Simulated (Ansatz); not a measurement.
A nudged elastic band was laid between two geometries of CH₇BSSi (11 atoms, charge 0, multiplicity 1).

All numbers below come from Ansatz 0.2.0, RKS BHLYP-D4/6-31G*.

| Quantity | Value |
| --- | --- |
| movable images | 5 |
| climbing image | yes |
| spring | 5.0 eV/Å² |
| optimiser | quadratic models (default) |
| start path | IDPP |
| force threshold | 0.05 eV/Å |
| iteration limit | 60 |
| end points | relaxed |

Initial state:

```xyz
11
Properties=species:S:1:pos:R:3
C -0.861 1.555 -0.010
Si -0.314 -0.136 0.616
B 1.381 -0.760 -0.274
S 1.559 -2.309 -1.120
H -1.067 1.532 -1.078
H -1.765 1.882 0.497
H -0.090 2.302 0.165
H -1.398 -1.126 0.393
H -0.084 -0.067 2.080
H 2.375 -0.110 -0.280
H 0.331 -2.820 -0.968
```

Final state:

```xyz
11
Properties=species:S:1:pos:R:3
C -0.823 1.576 0.048
Si -0.619 -0.294 0.140
B 1.083 -0.915 -0.738
S 2.311 -1.921 0.056
H -0.832 1.915 -0.985
H -1.756 1.888 0.510
H -0.011 2.088 0.560
H -1.767 -0.947 -0.537
H -0.646 -0.731 1.558
H 1.363 -0.636 -1.857
H 1.763 -2.079 1.266
```

(1) Which bonds break or form, and what moves?

(2) Give the energies along the band, and the barrier.

(3) What is the geometry of the highest image?

Answers

(1) No bond is made or broken. The dihedral H9–Si2–B3–S4 goes from 114 to 3°. The two ends are copies of one structure, up to a mirror image or an exchange of like atoms.

(2) It converged. The highest image is number 3 of 0 to 6, 0.025 eV above the ends, which have the same energy within 2 meV. A vibrational analysis at the climbing image gives one clearly imaginary mode, 58i cm⁻¹: a first-order saddle point.

```csv
image,path coordinate (Å),energy (eV),dihedral H9–Si2–B3–S4 (°)
0,0.00,0.000,114
1,0.73,0.006,94
2,1.46,0.019,75
3,2.19,0.025,56
4,2.88,0.018,39
5,3.57,0.006,21
6,4.26,0.000,3
```

(3) 
```xyz
11
Properties=species:S:1:pos:R:3
C -0.812 1.673 0.071
Si -0.458 -0.157 0.321
B 1.238 -0.779 -0.574
S 1.851 -2.442 -0.485
H -0.908 1.912 -0.986
H -1.735 1.968 0.565
H -0.008 2.282 0.476
H -1.590 -0.966 -0.197
H -0.365 -0.456 1.772
H 1.935 -0.069 -1.221
H 0.917 -3.024 0.277
```

The run took 4.1 min on 1 thread of Arm Neoverse N1, with other jobs on the host, peak memory 0.17 GiB.
